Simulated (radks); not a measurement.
Removal energies from the tantalum ion Ta2+, [Xe] 4f14 5d3, by Delta-SCF beside the eigenvalue of the level emptied. All-electron calculation, scalar-relativistic Kohn-Sham, LDA (Slater exchange, Perdew-Wang correlation), spin-polarised, spherical densities, finite nucleus; Fermi nuclear charge, rms radius of each element as measured or else 0.836 A^(1/3) + 0.57 fm. Program: a radial shooting solver on a logarithmic mesh with Libxc functionals. Open shells are filled with parallel spins first.

removed from	final configuration	Delta-SCF (eV)	-eigenvalue (eV)
5d	[Xe] 4f14 5d2	24.622	19.372
4f	[Xe] 4f13 5d3	50.771	40.342
5p	[Kr] 4d10 4f14 5s2 5p5 5d3	61.018	54.322
5s	[Kr] 4d10 4f14 5s1 5p6 5d3	95.533	88.134
